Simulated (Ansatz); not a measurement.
Two structures of GaH$_{3}$ClO$_{2}$F, singlet, reached by relaxing down either side of one saddle point (PBE0-D4/def2-TZVP). Energies are electronic, without zero-point energy. Program: Ansatz 0.2.0. Basis: def2-TZVPP and def2-QZVPP. Cores are frozen in the correlated methods. Filled d shells of the heavier atoms are correlated. The def2 sets are not built for correlating such inner shells, so the correlated values are less sure here. Extrapolation: Hartree–Fock as exp(−7.88 √X), correlation as X^−2.97. First:

```
8
angstrom
Ga -0.5300 0.0402 0.1329
F 0.3373 1.5834 -0.1003
O -1.4969 -0.5760 -1.2104
O -0.7437 -0.5468 1.7847
H 2.0093 0.4784 -0.5099
Cl 1.9800 -0.8154 -0.4899
H -1.3382 -0.1035 -2.0306
H -0.2178 -0.0604 2.4234
```

Second:

Ga1  (-0.327, -0.348, 0.084)
F2  (0.722, 1.648, -0.193)
O3  (-1.545, -0.297, -1.193)
O4  (-0.805, -0.273, 1.782)
H5  (1.527, 1.206, -0.390)
Cl6  (1.684, -1.071, -0.410)
H7  (-1.182, -0.451, -2.068)
H8  (-0.074, -0.414, 2.388)
(Å)

Q: Which bonds change from the first to the second?

A: GaH₂O₂F ([OH][Ga]([OH])[F]) + HCl → GaH₂ClO₂ ([OH][Ga]([OH])[Cl]) + HF; bonds formed: F2–H5; dative contacts that become bonds: Ga1–Cl6; bonds broken: Ga1–F2, H5–Cl6.

Q: Give the saddle point's structure and its height above each. (An estimate is asked for; the value comes from the calculation.)

A: Computed: 0.156 eV above the first and 0.564 eV above the second (CCSD(T) at an estimated basis limit (MP2 extrapolated from triple and quadruple zeta, plus CCSD(T) − MP2 in triple zeta)).
Ga1  (-0.438, -0.078, 0.109)
F2  (0.563, 1.484, -0.147)
O3  (-1.520, -0.490, -1.219)
O4  (-0.767, -0.466, 1.796)
H5  (1.580, 0.604, -0.397)
Cl6  (1.909, -0.765, -0.474)
H7  (-1.217, -0.173, -2.073)
H8  (-0.111, -0.116, 2.403)
(Å)

No T1 diagnostic of these runs exceeds 0.014.

Labels in which every atom is bracketed show which atoms are joined, not bond orders.

For scale, one of the runs: CCSD(T)/def2-TZVPP, 225 basis functions, launched by `ansatz run in.yaml --threads 8 --pin off --events-out ev --progress --plain --max-ram 19148MiB`. Time: 22 s of wall clock on 8 CPU threads of an Intel Xeon 6975P-C; the host was shared. Peak host memory: 4.2 GiB.
